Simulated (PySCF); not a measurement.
**Potential energy of AuC along the bond**

Set-up: basis Au cc-pVDZ-PP with ECP60, C cc-pVDZ; scalar-relativistic core potentials; PySCF 2.14. Energies in eV from Au (5d10 6s1) + C in their ground configurations at the same level. All curves are PBE0. state 1: ²Π (doublet), unpaired electrons π ↑; state 2: ⁴Σ⁻ (quartet), unpaired electrons σ ↑, π ↑↑, a second solution, started from another occupation; state 3: Ms = 0.5 determinant of mixed spin (⟨S²⟩ near 1.8), unpaired electrons σ ↓, π ↑↑, a second solution, started from another occupation; state 4: Ms = 0.5 determinant of mixed spin (⟨S²⟩ near 1.8), unpaired electrons σ ↑, π ↑↓, a mixture of terms (⟨Lz²⟩ = 2.0), a second solution, started from another occupation.

| R (Å) | state 1 | state 2 | state 3 | state 4 |
| --- | --- | --- | --- | --- |
| 1.610 | -1.696 | -0.585 | 0.157 | 0.100 |
| 1.685 | -2.318 | -1.283 | -0.571 | -0.585 |
| 1.760 | -2.650 | -1.687 | -1.005 | -0.979 |
| 1.816 | -2.765 | -1.853 | -1.194 | -1.140 |
| 1.872 | -2.795 | -1.933 | -1.299 | -1.218 |
| 1.928 | -2.763 | -1.949 | -1.341 | -1.235 |
| 2.003 | -2.653 | -1.900 | -1.329 | -1.191 |
| 2.097 | -2.445 | -1.766 | -1.245 | -1.071 |
| 2.209 | -2.140 | -1.553 | -1.094 | -0.881 |
| 2.359 | -1.710 | -1.250 | -0.874 | -0.614 |

Put a parabola through the three lowest points of the state 1 curve and estimate Re, k and ωe (reduced mass 11.31 u; 1 eV/Å² = 0.16022 mdyn/Å; ωe = 1302.8·√(k/μ) cm⁻¹).

Through R = 1.816, 1.872, 1.928 Å the second-order coefficient is 9.89 eV/Å², so Re ≈ 1.871 Å, k ≈ 3.17 mdyn/Å and ωe ≈ 689 cm⁻¹. A polynomial fit of higher order to the unrounded PBE0 energies gives Re = 1.869 Å, k = 3.19 mdyn/Å, ωe = 692 cm⁻¹; anharmonicity and rounding make the difference.

The higher-order fit for each curve: state 1: Re = 1.869 Å, ωe = 692 cm⁻¹, De = 2.80 eV; state 2: Re = 1.917 Å, ωe = 616 cm⁻¹, minimum 1.95 eV below the ground-state fragments; state 3: Re = 1.951 Å, ωe = 547 cm⁻¹, minimum 1.34 eV below the ground-state fragments; state 4: Re = 1.919 Å, ωe = 594 cm⁻¹, minimum 1.24 eV below the ground-state fragments.

Spin–orbit coupling is left out, which matters for elements this heavy, above all for dissociation energies. The state is the lowest single determinant that the PBE0 search found; with open d or f shells the true ground state can be another one.
